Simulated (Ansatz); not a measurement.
System: H3B2O (charge 0, doublet). SMILES: BO[BH]
Structure (B3LYP-D3(BJ)/def2-TZVP (Ansatz, a first-principles code) minimum search):
```xyz
6

O     -0.0797    -0.0515     0.0044
B     -1.1709    -0.7681    -0.0015
H     -1.8232    -1.0261     0.9661
B      1.0536     0.6688    -0.1266
H      0.9534     1.8370    -0.3328
H      2.0938     0.0981    -0.0277
```
Charge 0, spin multiplicity 2.

Property: enthalpy of formation at 298 K, in kcal/mol. Set-up: no dispersion term unless named; no spin-orbit coupling; LANL2DZ all-electron up to Ne; 6-311+G** with 5d; non-relativistic; six Cartesian d functions in 6-31G* and its kin unless marked 5d; frozen cores in correlated levels; open shells spin-unrestricted. CBS(X,Y): correlation extrapolated as X^-3; Hartree-Fock from the larger set. [CCSD(T)-MP2]/basis is that difference in the basis named. Ab initio and DFT rows: single points at B3LYP-D3(BJ) geometries (Ansatz), with unscaled harmonic terms from B3LYP/6-31G* (Ansatz) at its own minima, enthalpies of formation by atomisation with measured atoms.

Coupled cluster (Ansatz) is a level with limits of its own, used here on species with T1 under 0.025 (0.045 for open shells) and stable references: RI-MP2/CBS(aug-cc-pVTZ,aug-cc-pVQZ)+[CCSD(T)-MP2]/aug-cc-pVTZ.

Value to compare with, RI-MP2/CBS(aug-cc-pVTZ,aug-cc-pVQZ)+[CCSD(T)-MP2]/aug-cc-pVTZ (Ansatz): -12.3 kcal/mol.

| level | program | enthalpy of formation at 298 K (kcal/mol) | difference |
|---|---|---|---|
| PBE/LANL2DZ | Ansatz | -7.7 | 4.6 |
| B3LYP/LANL2DZ | Ansatz | 5.5 | 17.8 |
| B3LYP/6-31G* | Ansatz | -25.0 | -12.7 |
| B3LYP/6-31+G* | Ansatz | -18.6 | -6.3 |
| B3LYP/def2-SVP | Ansatz | -27.3 | -15.0 |
| MP2/LANL2DZ | Ansatz | 65.5 | 77.8 |
| MP2/6-311+G** | Ansatz | 4.5 | 16.8 |
| PBE/def2-TZVPD | Ansatz | -28.3 | -16.0 |
| B3LYP/def2-TZVPD | Ansatz | -20.1 | -7.8 |
| B3LYP-D3(BJ)/def2-TZVPD | Ansatz + dftd3 | -22.8 | -10.5 |

Among the 7 habitual levels, MP2/LANL2DZ lies farthest from RI-MP2/CBS(aug-cc-pVTZ,aug-cc-pVQZ)+[CCSD(T)-MP2]/aug-cc-pVTZ (Ansatz) (77.8 kcal/mol) and PBE/LANL2DZ nearest (4.6); 4 of 7 lie above it, and their mean absolute difference is 21.6 kcal/mol, the median 15.0. One case shows no general order.

The levels are drawn from those run, B3LYP/6-31G* more often than the rest, none by its result; left out are runs that failed, that the program found above a lower state of the same kind, or whose <S^2> lies over 0.5 above the pure value.
